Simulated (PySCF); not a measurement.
C4H6Se, SMILES C(=C)/C=C\[SeH], GFN2-xTB optimised geometry. Atoms within 1.6 Å of the plane z = 0.0 Å (x, y, z in Å): C1 (2.61, -0.60, 0.00), C2 (1.28, -0.60, 0.00), C3 (0.47, 0.59, 0.00), C4 (-0.87, 0.59, 0.00), Se5 (-1.93, -0.99, 0.00), H6 (3.18, 0.32, 0.00), H7 (3.18, -1.51, 0.00), H8 (0.74, -1.54, 0.00), H9 (0.99, 1.54, 0.00), H10 (-1.44, 1.50, 0.00), H11 (-3.18, -0.28, 0.00).

Method: B3LYP/def2-TZVP (PySCF). Cells within 0.4 Å of a nucleus heavier than hydrogen are left out (blank, or x).

Map of the log10 of the electron density (e/bohr³), floored at −4 on the plane z = 0.0 Å:

```
|000000000000000000000000000|
|000000000000000000000000000|
|000000000000000000000000000|
|000000000000000000000000000|
|000000000000000000000000000|
|000000000000000000000000000|
|000000001221112221000000000|
|000000013443334443200000000|
|000000135665456765311000000|
|000000246897667986432220000|
|000012346899889986444432000|
|00023445689x99x986567753100|
|00135666689x99x987689964200|
|002468888899889998899964200|
|0024689999887789x99xx864200|
|00245789xx976689x99x9864200|
|00134679xx97568998899974200|
|000135689986568986679864200|
|000024567765456765456653100|
|000012455554334443334432000|
|000001233332112221112210000|
|000000011211000000000000000|
|000000000000000000000000000|
|000000000000000000000000000|
|000000000000000000000000000|
|000000000000000000000000000|
|000000000000000000000000000|
```
Scale: ten equal steps from -4.00 (start of '0') to -0.463 (end of '9'), in the order '0123456789'; x runs from -5.50 to 5.50, y from -5.50 (bottom) to 5.50 (top).
